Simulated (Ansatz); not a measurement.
Molecule: CH6GeN, charge 0, multiplicity 2. It need not be the lowest isomer of its formula. 
Structure (B3LYP-D3(BJ)/def2-TZVP (Ansatz, a program for electronic structure) minimum search):
```
N
C 1 1.4323
H 2 1.0937 1 110.85
H 2 1.0996 3 109.24 1 127.13
H 2 1.1031 3 106.95 4 114.07
Ge 1 1.8735 2 116.81 3 165.91
H 6 1.5349 1 107.25 2 -148.46
H 6 1.5416 7 110.02 1 116.40
H 6 1.5468 7 110.74 8 121.47
```
Charge 0, spin multiplicity 2.

Basis-set convergence of Hartree-Fock and MP2 correlation energies (hartree) with Ansatz. Valence correlation only, unless marked. Open shells are spin-unrestricted. Spin-orbit coupling is left out. Frozen are the shells of the preceding noble gas and the d and f shells that filled before the atom's block. No relativistic terms.

```json
[
 {"basis": "cc-pVDZ", "functions": "85", "E(HF)": "-2171.09321", "E(corr, MP2)": "-0.37929"},
 {"basis": "cc-pVTZ", "functions": "187", "E(HF)": "-2171.19687", "E(corr, MP2)": "-0.47226"},
 {"basis": "cc-pVQZ", "functions": "358", "E(HF)": "-2171.20772", "E(corr, MP2)": "-0.50465"}
]
```

Extrapolating the two largest sets (X = 3 and 4) as X^-3: E(corr) = (64·(-0.50465) - 27·(-0.47226))/37 = -0.5283 Eh, an estimate of the basis-set limit. The largest set recovers 95.5 % of it, the smallest 71.8 %.
